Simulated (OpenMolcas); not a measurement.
**4d along the 37-electron sequence**

```yaml
Program: OpenMolcas
Method: SS-RASPT2, IPEA 0.25 Eh, imaginary shift 0.1 Eh
Basis: ANO-RCC-VTZP
Scalar_Hamiltonian: DKH2, point nucleus
Spin-orbit_coupling: state interaction with AMFI integrals over the reference wave functions, term energies averaged over their components
```

Active space for each ion: 7 electrons in 8 orbitals (RAS1 4p, at most 2 holes; RAS2 4d); closed shells correlated by CASPT2: 4s.

Computed levels in cm-1 above 2D 3/2:

```csv
Level,Nb4+,Mo5+,Tc6+,Ru7+
2D 5/2,2069,2722,3541,4460
weight of 2D in the lowest level (%),100,100,100,100
```

Measured, with the error of the calculation in %. Measured levels: Nb4+ from Moore, Atomic Energy Levels, vol. II, NSRDS-NBS 35 (1971 reprint of NBS Circular 467, 1952); Mo5+ from Sugar and Musgrove, J. Phys. Chem. Ref. Data 17, 155 (1988).

| Level | Nb4+ | Mo5+ |
| --- | --- | --- |
| 2D 5/2 | 1870 (+10.6) | 2584 (+5.3) |

The fine-structure level 2D 5/2 changes by a factor of 2.16 from Nb4+ to Ru7+. Its fourth root runs 6.74, 7.22, 7.71, 8.17, with steps per unit of Z of 0.48, 0.49, 0.46; equal steps would mean a (Z - σ)^4 law with constant σ.

Active for correlation alone: 4p; no level in the range computed is led by a configuration that opens it, so any true level of that kind is missing. Measured partners are found by configuration, term and J. A level has none where our copy of the source lacks it or the pairing is in doubt (some pairs that miss far off the trend of their configuration count as doubtful), and it then counts in no deviation. Levels of configurations outside the active space are missing.
